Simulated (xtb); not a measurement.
MoCl₄H₂, SMILES [Cl][MoH2]([Cl])([Cl])[Cl], multiplicity 1. All values are semi-empirical tight-binding results from xtb (GFN2-xTB unless named), good for trends rather than for accurate numbers. The structure is a stationary point at GFN2-xTB. The spin state was assumed, not searched. The structure was generated by enumeration; whether it is a known compound was not checked.

Optimised geometry:

Bonded distances (Å): Mo1–Cl2 2.259, Mo1–Cl3 2.222, Mo1–Cl4 2.222, Mo1–Cl5 2.259, Mo1–H6 1.619, Mo1–H7 1.619. Angles (°): Cl2–Mo1–Cl3 90.9, Cl2–Mo1–Cl4 90.9, Cl2–Mo1–Cl5 176.7, Cl2–Mo1–H6 88.8, Cl2–Mo1–H7 88.8, Cl3–Mo1–Cl4 109.2, Cl3–Mo1–Cl5 90.9, Cl3–Mo1–H6 85.2, Cl3–Mo1–H7 165.6, Cl4–Mo1–Cl5 90.9, Cl4–Mo1–H6 165.6, Cl4–Mo1–H7 85.2, Cl5–Mo1–H6 88.8, Cl5–Mo1–H7 88.8, H6–Mo1–H7 80.4.

For metal compounds this method's bond lengths and energies can be far off.

The point group as xtb finds it is C2v. The orbital gap is 1.69 eV and the zero-point energy is 12.6 kcal/mol. The G − E(el) at 298.15 K (modified RRHO) is -9.2 kcal/mol.

Computed atomic charges and the Wiberg bond orders between heavy atoms:
charges (e) Mo1 0.77, Cl2 -0.09, Cl3 -0.17, Cl4 -0.17, Cl5 -0.09, H6 -0.13, H7 -0.13. Bond orders Mo1–Cl2 1.33, Mo1–Cl3 1.19, Mo1–Cl4 1.19, Mo1–Cl5 1.33.
